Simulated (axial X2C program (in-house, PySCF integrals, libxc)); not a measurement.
## Worked dissociation energy of NaCd⁺: MP2, scalar-relativistic

All values were computed with an in-house relativistic program for diatomic molecules. Spin-free means the one-electron spin-free X2C Hamiltonian. Basis: Cd dyall-cv3z [12s12p8d5f3g], Na dyall-cv3z [9s8p5d2f] (cores contracted in-house); Gaussian nuclei, density fitting, unrestricted open shells. Masses: Cd 113.903 u, Na 22.990 u.

Molecular state: M_S = 0, Λ = 0 (closed shell).

Correlated methods: 12 electrons correlated (number of frozen shells: Cd 4 s, 3 p, 1 d; Na 2 s, 1 p), 298 virtual spin orbitals or spinors in MP2.

- E(Cd) (2M_S = 0, M_L = 0): -5591.860424 hartree
- E(Na+) (2M_S = 0, M_L = 0): -161.885879 hartree
- E(NaCd⁺) at Re: -5753.758564 hartree
- ωe: 110.2 cm⁻¹
- ωexe: 1.1 cm⁻¹

**Question.** Work out De and D0.

**Answer.** De = -5591.860424 + (-161.885879) − (-5753.758564) = 0.01226 hartree = 0.334 eV. The zero-point energy is ωe/2 − ωexe/4 = 55 cm⁻¹ = 0.007 eV, so D0 = 0.327 eV.

Occupations by symmetry block were frozen at the best pattern of an incomplete PBE0 search. De is counted from the lowest determinant-based energies of the atoms at the same level, without counterpoise correction. With the outer-core shells frozen, correlated bond lengths of heavy atoms tend to come out a few hundredths of an ångström too long.

Each atomic determinant is the lowest at this level and need not be a pure term. Totals compare only within one Hamiltonian and basis.
